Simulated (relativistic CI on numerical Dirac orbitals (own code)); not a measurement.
Radial Dirac CI calculation of Ne II.

Command:

```sh
python run_levels.py task.json out
```

Input:

```
atom Ne  Z=10  charge=1  electrons=9
nucleus A=20  rms_radius_fm=3.3061
hamiltonian dirac-coulomb  breit=on  qed=on  c_scale=1.25
orbitals kli  potential=per-configuration
slater_scale 1
correlation none
mixing on
grid step=0.04 r_max=51.4
scf mixing=0.4 start=green max_iterations=150 tolerance=2e-08 node_fill=0.05
configurations
  [He] 2s2 2p5
  [He] 2s 2p6
  [He] 2s2 2p4 3s
end
```

Output:

```
SCF 1: [He] 2s2 2p5
 iter      energy (Ha)   residual   last orbital (Ha)
    1      -126.565187   7.73e-01     -2.74608
    2      -127.707782   3.06e-01     -1.99027
    3      -127.905324   2.53e-02     -1.57123
    4      -127.908608   1.55e-02     -1.61438
    5      -127.908801   1.74e-03     -1.59909
    6      -127.908794   1.31e-04     -1.59691
    7      -127.908794   3.59e-05     -1.59663
    8      -127.908794   4.82e-07     -1.59668
    9      -127.908794   2.50e-07     -1.59668
   10      -127.908794   8.96e-10     -1.59668
SCF 2: [He] 2s 2p6
 iter      energy (Ha)   residual   last orbital (Ha)
    1      -125.262682   8.17e-01     -2.74608
    2      -126.609994   3.08e-01     -1.93642
    3      -126.817321   2.96e-02     -1.51877
    4      -126.821576   1.98e-02     -1.56893
    5      -126.821986   1.93e-03     -1.54797
    6      -126.821989   6.18e-04     -1.54631
    7      -126.821989   3.57e-05     -1.54540
    8      -126.821989   1.04e-06     -1.54545
    9      -126.821989   4.18e-07     -1.54546
   10      -126.821989   6.56e-10     -1.54546
SCF 3: [He] 2s2 2p4 3s
 iter      energy (Ha)   residual   last orbital (Ha)
    1      -126.236266   6.27e-01     -0.61654
    2      -126.775822   2.70e-01     -0.54226
    3      -126.885955   1.92e-02     -0.49409
    4      -126.887041   1.45e-02     -0.48979
    5      -126.887296   1.89e-03     -0.48588
    6      -126.887285   1.45e-04     -0.48535
    7      -126.887287   2.36e-05     -0.48532
    8      -126.887287   8.56e-07     -0.48534
    9      -126.887287   1.32e-06     -0.48533
   10      -126.887287   3.88e-09     -0.48533
orbital energies (Ha): 1s -31.7247  2s -2.4678  2p1/2 -1.5994  2p3/2 -1.5967
configuration averages (Ha): Dirac-Coulomb, Breit, QED
  2s2 2p5                       -127.908794    0.010534    0.010438
  2s 2p6                        -126.821989    0.010493    0.010123
  2s2 2p4 3s                    -126.887287    0.010383    0.010519
levels: no., configuration, term, J, E (cm-1), weight
   1 2s2 2p5                2P*  3/2              0.0  1.00
   2 2s2 2p5                2P*  1/2            490.0  1.00
   3 2s2 2p4 3s             4P   5/2         208749.9  1.00
   4 2s2 2p4 3s             4P   3/2         209081.3  1.00
   5 2s2 2p4 3s             4P   1/2         209270.6  1.00
   6 2s2 2p4 3s             2P   3/2         214164.5  1.00
   7 2s2 2p4 3s             2P   1/2         214555.8  1.00
   8 2s 2p6                 2S   1/2         237466.5  0.97
   9 2s2 2p4 3s             2D   5/2         237936.0  1.00
  10 2s2 2p4 3s             2D   3/2         237938.6  1.00
  11 2s2 2p4 3s             2S   1/2         279937.9  0.97
lowest total energy -127.888566 Ha
end: converged
```

Against the reference input this run has: grid step 0.04, speed of light × 1.25, nuclear radius 3.3061 fm. The reference run ends at -127.935311 Ha with Breit and QED terms. With a changed speed of light or nuclear radius the levels are not those of the real ion, and the QED model is not rescaled.

With so few configurations and no correlation, terms lie too far apart (by 10 to 50 % or more near neutrality), their order can be wrong, and levels of other configurations are missing.
